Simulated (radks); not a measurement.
The numbers below are computed, except where a source is named.
Problem. Isoelectronic series with 9 electrons, each ion in its NIST ground configuration. Level of theory: Dirac Kohn-Sham, PBE, spin-unpolarised, spherical densities, finite nucleus; open shells are shared between the two j in proportion to 2j + 1; Fermi nuclear charge, rms radius of each element as measured or else 0.836 A^(1/3) + 0.57 fm (a radial shooting solver on a logarithmic mesh with Libxc functionals). Total energies (hartree) and orbital eigenvalues (eV):

ion,configuration,E (hartree),2p3/2,2p1/2,2s1/2
F,[He] 2s2 2p5,-99.74436,-11.0895,-11.1531,-29.8985
Ne+,[He] 2s2 2p5,-128.18750,-32.2337,-32.3522,-55.6480
Mg3+,[He] 2s2 2p5,-196.45162,-96.1020,-96.4255,-129.0317
Al4+,[He] 2s2 2p5,-236.26951,-138.5010,-138.9928,-176.3059
P6+,[He] 2s2 2p5,-327.29344,-243.9660,-244.9808,-291.7710
S7+,[He] 2s2 2p5,-378.51066,-306.9884,-308.3830,-359.9387

Estimate the row of Si5+ ([He] 2s2 2p5).

Solution. E (hartree) -279.88177; 2p3/2 -187.7980; 2p1/2 -188.5163; 2s1/2 -230.5585.
